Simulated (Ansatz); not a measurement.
F2Sb (SMILES [F][Sb+][F]), charge +1, singlet, geometry from GFN2-xTB (all electrons, no relativity); PBE0/STO-3G (Ansatz, a quantum-chemistry and plane-wave program).

The Ansatz input:
Ansatz 0.2 input:
```yaml
crystal:
  periodic: [false, false, false]
  atoms:
    - {symbol: Sb, position_ang: [0.30909700, 0.14576016, 0.11713826]}
    - {symbol: F, position_ang: [-1.01713081, 0.56899201, -1.18080934]}
    - {symbol: F, position_ang: [-0.73441883, -1.39496627, 0.51702590]}
basis:
  gaussian:
    orbitals: STO-3G
hamiltonian:
  xc: pbe0
total_charge: 1
accuracy: high
```

The log (banner, timings and long lists left out):

```
Functional definition: PBE0
510 factors; integrals over basis functions are off by at most 6.2e-9 eV
mean field evaluation 1: about -175492.0042 eV, gradient 3.7e1 eV
mean field evaluation 2: about -175458.4812 eV, gradient 9.1e1 eV
mean field evaluation 4: about -175500.9082 eV, gradient 1.2e0 eV
mean field evaluation 8: about -175500.9017 eV, gradient 5.3e-2 eV
mean field evaluation 16: about -175500.9017 eV, gradient 6.1e-8 eV
mean field -175500.90174075 eV, -6449.5391801888 hartree, gradient 3.3e-9 eV, S^2 0.000000; 0 other end points of the search recorded, 0 dependent functions left out
reference -175500.90174177 eV, -6449.5391802264 hartree; 34, 34 occupied and 3, 3 virtual orbitals, 510 factors
Total energy: -175500.90174177 eV, -6449.5391802264 hartree
```
